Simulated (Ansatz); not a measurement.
The same path of Cl2F3HOW + ClH (10 atoms, charge 0, multiplicity 1) was run twice with different band settings. Lost on the way: W1–F2, Cl9–H10. Made: W1–Cl9, F2–H10.

All numbers below come from RKS PBE/def2-SVP (Ansatz).

Relaxed end points:

```xyz
10
Properties=species:S:1:pos:R:3
W -0.044 0.063 -0.417
F 0.182 -0.133 1.456
Cl 2.228 0.064 -0.707
O -0.124 1.930 -0.235
H -0.854 2.548 -0.033
F -1.916 0.146 -0.148
Cl -0.302 -2.230 -0.546
F -0.304 0.162 -2.267
Cl 2.322 -2.160 2.821
H 1.350 -1.323 2.604
```

```xyz
10
Properties=species:S:1:pos:R:3
W 0.047 -0.425 -0.646
F 0.672 1.231 2.726
Cl 2.219 -0.135 -1.377
O 0.076 1.139 0.313
H 0.279 1.414 1.278
F -1.768 -0.710 -0.231
Cl 0.108 -2.624 -1.371
F -0.566 0.301 -2.253
Cl 0.707 -1.396 1.485
H 0.766 0.271 2.604
```

Common settings: movable images 7; climbing image yes; spring 5.0 eV/Å²; optimiser quadratic models (default); force threshold 0.03 eV/Å; iteration limit 60; end points relaxed.

| run | start path |
| --- | --- |
| 1 | through a guess of the saddle point |
| 2 | straight line |

(1) What does each run give, and how far can it be trusted?

## Answers

(1) Run 1: converged after 39 iterations, highest image 0.861 eV above the first end. A vibrational analysis at the climbing image gives one clearly imaginary mode, 255i cm⁻¹: a first-order saddle point.
Run 2: converged after 29 iterations, highest image 0.871 eV above the first end. The order of the point at the top wasn't checked.
The orbitals stay closed-shell, which can raise the energy where a bond breaks towards radicals; this wasn't checked here.
